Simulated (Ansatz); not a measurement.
Input (CCSDT(Q)/cc-pVDZ; Ansatz, a first-principles code):

Ansatz 0.2 input:
```yaml
crystal:
  periodic: [false, false, false]
  atoms:
    - {symbol: Ga, position_ang: [-0.30391267, -0.91768147, 0.00533996]}
    - {symbol: H, position_ang: [-1.42539543, -1.66927457, -0.76024260]}
    - {symbol: Br, position_ang: [0.10931177, 1.31494955, -0.29545916]}
    - {symbol: O, position_ang: [0.79726249, -1.66291143, 1.19912526]}
    - {symbol: H, position_ang: [0.64267630, -2.60254282, 1.34277238]}
basis:
  gaussian:
    orbitals: cc-pVDZ
magnetization: {spin_polarized: false}
correlation: {method: ccsdt_q, electrons: outside_noble_gas}
```

Output:

```
Functional definition: HF
integrals: 0.10 GiB planned
1524 factors; integrals over basis functions are off by at most 2.2e-7 eV
mean field: 0.57 GiB planned
mean field evaluation 1: about -124399.8760 eV, gradient 3.7e1 eV
mean field evaluation 2: about -124399.8881 eV, gradient 3.7e1 eV
mean field evaluation 4: about -124402.7527 eV, gradient 2.1e0 eV
mean field evaluation 8: about -124402.7723 eV, gradient 7.9e-5 eV
mean field evaluation 16: about -124402.7707 eV, gradient 6.2e-1 eV
mean field -124402.77225523 eV, -4571.7175571520 hartree, gradient 2.0e-6 eV, S^2 0.000000; 0 other end points of the search recorded, 0 dependent functions left out
29 core orbitals not correlated, not the lowest: weight in the atoms' cores, before any rotation towards them, 0.678 or more for the frozen orbitals, at most 0.320 for the correlated occupied ones
reference -124402.77225523 eV, -4571.7175571520 hartree; 9, 9 occupied and 40, 40 virtual orbitals, 1524 factors
second order -10.02366426 eV of doubles, -0.00000000 eV of singles
coupled cluster: 0.65 GiB planned
cycle   1  -10.32199240 eV  change   -3.0e-1 eV  update   9.4e-2
cycle   2  -10.67370523 eV  change   -3.5e-1 eV  update   4.7e-2
cycle   3  -10.90114062 eV  change   -2.3e-1 eV  update   2.5e-2
cycle   4  -10.89495048 eV  change    6.2e-3 eV  update   8.5e-3
cycle   5  -10.88158948 eV  change    1.3e-2 eV  update   4.7e-3
cycle   6  -10.88452206 eV  change   -2.9e-3 eV  update   1.8e-3
cycle   7  -10.88524021 eV  change   -7.2e-4 eV  update   6.8e-4
cycle   8  -10.88494762 eV  change    2.9e-4 eV  update   3.1e-4
cycle   9  -10.88483816 eV  change    1.1e-4 eV  update   1.1e-4
cycle  10  -10.88493526 eV  change   -9.7e-5 eV  update   5.4e-5
cycle  11  -10.88484734 eV  change    8.8e-5 eV  update   2.5e-5
cycle  12  -10.88485705 eV  change   -9.7e-6 eV  update   8.4e-6
cycle  13  -10.88485873 eV  change   -1.7e-6 eV  update   4.2e-6
cycle  14  -10.88485731 eV  change    1.4e-6 eV  update   1.5e-6
perturbative correction -0.03013656 eV, -0.0011074981 hartree
Total energy: -124413.68724910 eV, -4572.1186757784 hartree
```
